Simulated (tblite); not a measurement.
C₇H₁₂OSi.
Atom-mapped SMILES: `[CH2:1]=[CH:2][C@@H:3]1[CH2:4][C@H:5]([CH:6]=[O:7])[CH2:8][SiH2:9]1` (hydrogens: H10, H11 on C1; H12 on C2; H13 on C3; H14, H15 on C4; H16 on C5; H17 on C6; H18, H19 on C8; H20, H21 on Si9)

Cartesian coordinates in Å at the GFN2-xTB level; atoms count from 1:
```xyz
21
C7H12OSi angstrom
C      2.944   -0.299   -0.768
C      1.661   -0.477   -0.506
C      0.858    0.384    0.403
C     -0.097   -0.428    1.292
C     -1.491   -0.499    0.641
C     -1.410   -1.405   -0.550
O     -1.440   -1.044   -1.694
C     -1.880    0.912    0.211
Si    -0.285    1.599   -0.570
H      3.507    0.500   -0.314
H      3.484   -0.935   -1.448
H      1.124   -1.285   -0.985
H      1.550    0.944    1.036
H     -0.205    0.074    2.255
H      0.296   -1.430    1.480
H     -2.202   -0.937    1.352
H     -1.299   -2.479   -0.293
H     -2.728    0.884   -0.468
H     -2.178    1.491    1.085
H     -0.036    2.982   -0.144
H     -0.183    1.464   -2.016
```

Computed with GFN2-xTB (tblite): harmonic, unscaled wavenumbers at the GFN2-xTB geometry, gas phase. Errors from tens to a few hundred cm⁻¹ against measured bands are possible. Modes of hydrogen on silicon can be 10 to 20 % off. One conformer, not necessarily the lowest.

Harmonic wavenumbers (cm⁻¹): 39.6, 60.9, 95.3, 129.2, 234.6, 262.9, 279.6, 338.8, 344.9, 450.2, 495.9, 513.4, 547.5, 630.1, 650.5, 688.4, 741.0, 781.3, 792.1, 797.1, 839.8, 869.2, 878.1, 945.6, 964.2, 985.8, 1020.3, 1051.0, 1068.2, 1106.8, 1142.0, 1156.9, 1194.8, 1218.4, 1250.3, 1269.7, 1308.3, 1317.8, 1323.0, 1376.1, 1420.2, 1468.6, 1487.3, 1704.6, 1778.8, 2228.7, 2341.0, 2740.4, 2911.1, 2950.1, 2959.7, 2981.2, 2996.0, 3027.4, 3062.0, 3096.6, 3125.2.

A = 1896, B = 1194, C = 1050 MHz; mass 140.066 u (most abundant isotopes); point group C1, symmetry number 1.

Q: What is the zero-point energy?

A: ½Σν̃ = 36719 cm⁻¹ = 104.99 kcal/mol.

Q: What is S at 350 K and 1 bar for an ideal gas of classical rigid rotors and harmonic oscillators?

A: Translation 41.55, rotation 29.77, vibration 35.56: S = 106.9 cal/(mol K).

Q: And Cp and H(350 K) − H(0)?

A: Cp = 47.21 cal/(mol K), of which vibrations give 39.26 (their classical limit is 57 R = 113.3); H(350 K) − H(0) = 9.35 kcal/mol without the zero-point energy, 6.57 from vibrations.

Q: How do the functions run with temperature in this model?

A: 
| T (K) | S (cal/(mol K)) | Cp (cal/(mol K)) | H − H(0) (kcal/mol) | G − H(0) (kcal/mol) | ln q(vib) |
| --- | --- | --- | --- | --- | --- |
| 150 | 78.6 | 23.3 | 2.34 | -9.45 | 3.21 |
| 250 | 93.1 | 35.0 | 5.24 | -18.05 | 5.79 |
| 298.15 | 99.8 | 41.0 | 7.07 | -22.70 | 7.06 |
| 400 | 113.6 | 52.8 | 11.86 | -33.57 | 9.81 |
| 600 | 138.6 | 70.8 | 24.34 | -58.83 | 15.30 |
| 900 | 170.8 | 87.6 | 48.32 | -105.40 | 23.27 |

q(vib) and H(0) count from the zero-point level.

Q: Which modes carry the vibrational entropy at 350 K?

A: 39.6 cm⁻¹: 5.60; 60.9 cm⁻¹: 4.74; 95.3 cm⁻¹: 3.86; 129.2 cm⁻¹: 3.27; 234.6 cm⁻¹: 2.13; 262.9 cm⁻¹: 1.93 cal/(mol K); the other 51 give 14.03 together.

Q: What must be added to the electronic energy to get the Gibbs energy at 350 K and 1 bar?

A: ZPE + [H(350 K) − H(0)] − T·S = 104.99 + 9.35 − 37.41 = 76.93 kcal/mol.

Hindered rotation and anharmonicity are outside this model. Other conformers, if any are populated, would add a mixing term that is left out. The structure is chiral; the term R ln 2 for an equal mix with its mirror image is left out.
